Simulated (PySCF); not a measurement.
Structure with atom numbers: `[CH3:1][SiH:2]([CH3:3])[n:4]1[cH:5][cH:6][cH:7][n:8]1` (H(Xn): hydrogen on atom n).

Calculated, not measured (PySCF): NMR shieldings at PBE0/pcSseg-1/GIAO, GFN2-xTB structure. Relativity neglected, rapidly exchanging positions averaged, a single conformation, gas phase.

Question: List the cross peaks expected in HSQC, COSY and HMBC spectra.

Answer: 

HSQC (one-bond C–H):
```
                δH            δC
      7.89 (H(C7))    146.9 (C7)
      7.56 (H(C5))    137.5 (C5)
      6.56 (H(C6))    112.3 (C6)
0.61 (H(C1)/H(C3))  -2.3 (C1/C3)
```

COSY cross peaks (H two or three bonds apart, from the bond graph; peaks can be absent where the dihedral angle is near 90°):
```
           δH                  δH
 7.89 (H(C7))        6.56 (H(C6))
 7.56 (H(C5))        6.56 (H(C6))
5.39 (H(Si2))  0.61 (H(C1)/H(C3))
```

HMBC (two and three bonds, from the bond graph):
```
                δH                        δC
      7.89 (H(C7))    137.5 (C5), 112.3 (C6)
      7.56 (H(C5))    146.9 (C7), 112.3 (C6)
      6.56 (H(C6))    146.9 (C7), 137.5 (C5)
     5.39 (H(Si2))  137.5 (C5), -2.3 (C1/C3)
0.61 (H(C1)/H(C3))              -2.3 (C1/C3)
```

Referencing at the same level of theory: 1H (σref 31.72), 13C (σref 186.93) vs TMS.

Short H···H contacts in this conformer between protons four or more bonds apart (candidates for NOE cross peaks, intensity ∝ r⁻⁶): H(C1)···H(C5) 2.65 Å.

Shifts are as computed. Against solution values, carbons near 30 ppm lie about +3 ppm off and those near 130 ppm about +5 ppm. Of 1211 compounds with measured shifts, 218 miss one by over three times the rms of a fit or turn the order of signals round; such compounds aren't used in these exercises.
